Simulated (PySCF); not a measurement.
Constitutional and geometric isomers with formula C2H6OS. All species are isolated molecules in the gas phase. One relaxed conformer stands for each flexible species; it need not be the lowest. Strings in code marks are SMILES.

The four lowest singlet excitations (Tamm–Dancoff). All values below come from PySCF with PBE-D3(BJ)/def2-TZVP // PBE0-D3(BJ)/def2-TZVP. Excitations are Tamm–Dancoff values on a coarser integration grid. The basis has no diffuse functions, so Rydberg states are missing or too high.

```json
[
 {"state": "S1", "energy (eV)": "5.39", "wavelength (nm)": "230", "oscillator strength": "0.006"},
 {"state": "S2", "energy (eV)": "6.26", "wavelength (nm)": "198", "oscillator strength": "0.003"},
 {"state": "S3", "energy (eV)": "6.51", "wavelength (nm)": "190", "oscillator strength": "0.032"},
 {"state": "S4", "energy (eV)": "6.84", "wavelength (nm)": "181", "oscillator strength": "0.027"}
]
```

Problem. Name which member gives these states.
A. `COCS` (C–O–C–S torsion -69°, O–C–S–H torsion -68°)
B. `C[C@@H](O)S` (S–C–O–H torsion 47°, O–C–S–H torsion 66°)
C. `CSCO` (C–S–C–O torsion -65°, S–C–O–H torsion -54°)

Solution. B, `C[C@@H](O)S` (S–C–O–H torsion 47°, O–C–S–H torsion 66°)
